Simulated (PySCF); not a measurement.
CF₃, SMILES [C](F)(F)F, multiplicity 2. Atoms are numbered in the order given.

```xyz
4

F     -1.0899    -0.6293    -0.0731
C      0.0000     0.0000     0.3291
F      1.0899    -0.6293    -0.0731
F      0.0000     1.2586    -0.0731
```
Charge 0, spin multiplicity 2.

Coordinates come from a r2SCAN-D4/def2-TZVP optimisation. The isomer is the one that the SMILES or the coordinates give; other isomers of the formula were not compared.

These are PySCF 2.14.0 with TDA-LC-ωPBE/def2-SVPD values and carry that method's errors.

Vertical excitations; the highest root listed may be one member of a degenerate set. The molecule is in vacuum.

Computed UV-visible absorptions:
| state | energy (eV) | λ (nm) | f | main pairs |
|---|---|---|---|---|
| root 1 | 7.84 | 158 | 0.000 | β HOMO→LUMO 95 % |
| root 2 | 8.24 | 150 | 0.006 | α HOMO→LUMO 85 % |
| root 3 | 8.51 | 146 | 0.004 | β HOMO−1→LUMO (degenerate set) |
| root 4 | 8.51 | 146 | 0.004 | β HOMO−2→LUMO (degenerate set) |
| root 5 | 9.31 | 133 | 0.000 | α HOMO→LUMO+2, α HOMO→LUMO+9, β HOMO−3→LUMO (degenerate set) |
| root 6 | 9.31 | 133 | 0.000 | α HOMO→LUMO+1, α HOMO→LUMO+10, β HOMO−4→LUMO (degenerate set) |
| root 7 | 9.58 | 129 | 0.085 | α HOMO→LUMO+1, α HOMO→LUMO+10, β HOMO−4→LUMO (degenerate set) |
| root 8 | 9.58 | 129 | 0.085 | α HOMO→LUMO+2, α HOMO→LUMO+9, β HOMO−3→LUMO (degenerate set) |
| root 9 | 10.10 | 123 | 0.096 | α HOMO→LUMO+3 81 % |
| root 10 | 11.05 | 112 | 0.019 | α HOMO→LUMO+11 62 %, α HOMO→LUMO+8 16 % |
Unrestricted roots are not spin-pure.
